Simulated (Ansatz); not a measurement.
## Nudged elastic band run: C2H11NSi3

The input (input.yaml):

```yaml
crystal:
  periodic: [false, false, false]
  atoms:
    - { symbol: "N", position_ang: [0.90011, -2.279036, -0.291538] }
    - { symbol: Si, position_ang: [1.836452, -0.79634, -0.420106] }
    - { symbol: Si, position_ang: [0.462856, 0.950519, -1.186057] }
    - { symbol: C, position_ang: [-0.978502, 1.327515, -0.045357] }
    - { symbol: C, position_ang: [-0.829022, 1.177152, 1.495638] }
    - { symbol: Si, position_ang: [-2.060167, -0.010068, 0.730916] }
    - { symbol: H, position_ang: [1.375156, -3.094828, 0.101592] }
    - { symbol: H, position_ang: [0.378901, -2.562854, -1.123329] }
    - { symbol: H, position_ang: [2.359614, -0.502272, 0.959785] }
    - { symbol: H, position_ang: [3.058043, -0.83814, -1.316099] }
    - { symbol: H, position_ang: [-0.039414, 0.625535, -2.569583] }
    - { symbol: H, position_ang: [1.36776, 2.150199, -1.337742] }
    - { symbol: H, position_ang: [-1.549714, 2.215682, -0.354664] }
    - { symbol: H, position_ang: [-1.192577, 2.01116, 2.107713] }
    - { symbol: H, position_ang: [0.123193, 0.771844, 1.859787] }
    - { symbol: H, position_ang: [-3.514569, 0.300738, 0.870799] }
    - { symbol: H, position_ang: [-1.717122, -1.447406, 0.558344] }
basis:
  gaussian: { orbitals: "6-31G*" }
hamiltonian:
  xc: pbe
  dispersion: d4
neb:
  order_check: false
  images: 9
  f_tol: 0.05
  max_iterations: 37
  initial_path: idpp
  final_atoms:
    - { symbol: "N", position_ang: [1.16360707, -2.484515, -0.51725011] }
    - { symbol: Si, position_ang: [1.81438902, -0.85066998, -0.42347261] }
    - { symbol: Si, position_ang: [0.47634492, 0.95364723, -1.17011588] }
    - { symbol: C, position_ang: [-0.99337478, 1.31812429, -0.05193825] }
    - { symbol: C, position_ang: [-0.81542984, 1.2943716, 1.49425673] }
    - { symbol: Si, position_ang: [-1.95045926, -0.03997772, 0.8336388] }
    - { symbol: H, position_ang: [0.39733443, -2.69273337, 0.1273242] }
    - { symbol: H, position_ang: [0.89673132, -2.80399347, -1.45188733] }
    - { symbol: H, position_ang: [2.18204612, -0.63126497, 1.01925073] }
    - { symbol: H, position_ang: [3.07553765, -0.83063531, -1.24273569] }
    - { symbol: H, position_ang: [-0.02153979, 0.66163778, -2.56289774] }
    - { symbol: H, position_ang: [1.35806407, 2.17663564, -1.27783735] }
    - { symbol: H, position_ang: [-1.63068995, 2.13686051, -0.41803809] }
    - { symbol: H, position_ang: [-1.24853149, 2.13403478, 2.05100174] }
    - { symbol: H, position_ang: [0.17226962, 1.00369829, 1.87384119] }
    - { symbol: H, position_ang: [-3.42610459, 0.105322, 0.99774545] }
    - { symbol: H, position_ang: [-1.46919651, -1.4511423, 0.75921322] }
```

Run as:

```bash
$ ansatz run input.yaml --threads 2 --pin off --max-ram 3072MiB --backend cpu --events-out ev --progress --plain --runs-dir out
```

Output, in part (warnings, iteration lines, the closing report on the highest movable image, with atoms numbered from 0):

```
NEB end point (image 0): max|allowed force component| = 1.353e-2 eV/Å (the criterion of neb.relax_end_points is 1.000e-2)
NEB end point (image 10): max|allowed force component| = 1.500e-2 eV/Å (the criterion of neb.relax_end_points is 1.000e-2)
NEB iter   1: max|band force component| = 3.858e-1 eV/Å  barrier→ = 0.0877 eV  barrier← = 0.0537 eV  CI = image 5  Δτ_max = 0.1073 Å  (325 SCF iters)
NEB iter   2: max|band force component| = 2.745e-1 eV/Å  barrier→ = 0.0729 eV  barrier← = 0.0389 eV  CI = image 5  Δτ_max = 0.1070 Å  (279 SCF iters)
NEB iter   3: max|band force component| = 2.190e-1 eV/Å  barrier→ = 0.0615 eV  barrier← = 0.0275 eV  CI = image 5  Δτ_max = 0.1685 Å  (281 SCF iters)
NEB iter   4: max|band force component| = 2.117e-1 eV/Å  barrier→ = 0.0549 eV  barrier← = 0.0209 eV  CI = image 5  Δτ_max = 0.0337 Å  (274 SCF iters)
NEB iter   5: max|band force component| = 6.767e-2 eV/Å  barrier→ = 0.0540 eV  barrier← = 0.0200 eV  CI = image 5  Δτ_max = 0.0213 Å  (288 SCF iters)
NEB iter   6: max|band force component| = 3.480e-2 eV/Å  barrier→ = 0.0536 eV  barrier← = 0.0196 eV  CI = image 5  Δτ_max = 0.0000 Å  (550 SCF iters)
Total energy: -27357.06548808 eV, -1005.3536134018 hartree
Atom 0 at     1.003809    -2.344899    -0.554422 Å, force     0.036496     0.030980    -0.005965 eV/Å
Atom 1 at     1.823175    -0.806914    -0.538568 Å, force    -0.005546    -0.002450    -0.001513 eV/Å
Atom 2 at     0.449719     0.992860    -1.191952 Å, force     0.000101    -0.002456    -0.001349 eV/Å
Atom 3 at    -0.968247     1.319679    -0.001783 Å, force     0.007286    -0.000396    -0.003793 eV/Å
Atom 4 at    -0.752373     1.169809     1.531636 Å, force    -0.004146    -0.006802    -0.000617 eV/Å
Atom 5 at    -1.970657    -0.056417     0.807254 Å, force     0.002917     0.006872     0.003082 eV/Å
Atom 6 at     1.002417    -2.951644     0.260480 Å, force    -0.017524    -0.020156     0.001869 eV/Å
Atom 7 at     0.265538    -2.569802    -1.215629 Å, force    -0.012301    -0.007312     0.009093 eV/Å
Atom 8 at     2.315298    -0.607295     0.870940 Å, force     0.002002     0.004669    -0.000392 eV/Å
Atom 9 at     3.051803    -0.766163    -1.416402 Å, force    -0.001993    -0.002096     0.002258 eV/Å
Atom 10 at    -0.097651     0.736779    -2.573054 Å, force    -0.001073     0.000793     0.001024 eV/Å
Atom 11 at     1.340738     2.207464    -1.307011 Å, force    -0.003170     0.001693    -0.000871 eV/Å
Atom 12 at    -1.578773     2.190040    -0.285608 Å, force    -0.001250    -0.000665     0.001889 eV/Å
Atom 13 at    -1.124801     1.985644     2.162774 Å, force     0.001049    -0.000974     0.000054 eV/Å
Atom 14 at     0.228915     0.801083     1.856159 Å, force    -0.000821    -0.000562    -0.000884 eV/Å
Atom 15 at    -3.429977     0.180223     1.017058 Å, force     0.001136     0.001470    -0.000101 eV/Å
Atom 16 at    -1.577934    -1.481047     0.618229 Å, force    -0.003162    -0.002608    -0.003785 eV/Å
Dipole moment:    -0.285864    -0.162711     0.170250 e Å
```

The forces met the threshold. A vibrational analysis at the climbing image gives one clearly imaginary mode, 273i cm⁻¹: a first-order saddle point.

Final band (atoms are numbered from 1 in the order of the input):

| image | path coordinate (Å) | energy (eV) | height of N1 over the plane of its neighbours (Å) |
| --- | --- | --- | --- |
| 0 | 0.00 | 0.000 | -0.29 |
| 1 | 0.16 | 0.001 | -0.29 |
| 2 | 0.32 | 0.005 | -0.27 |
| 3 | 0.48 | 0.018 | -0.20 |
| 4 | 0.63 | 0.043 | -0.05 |
| 5 | 0.79 | 0.054 | 0.12 |
| 6 | 1.04 | 0.046 | 0.26 |
| 7 | 1.29 | 0.039 | 0.29 |
| 8 | 1.54 | 0.035 | 0.31 |
| 9 | 1.79 | 0.034 | 0.31 |
| 10 | 2.03 | 0.034 | 0.32 |

Time of the run: 6.9 min on 2 threads of Arm Neoverse N1 (shared host), peak memory 0.34 GiB.
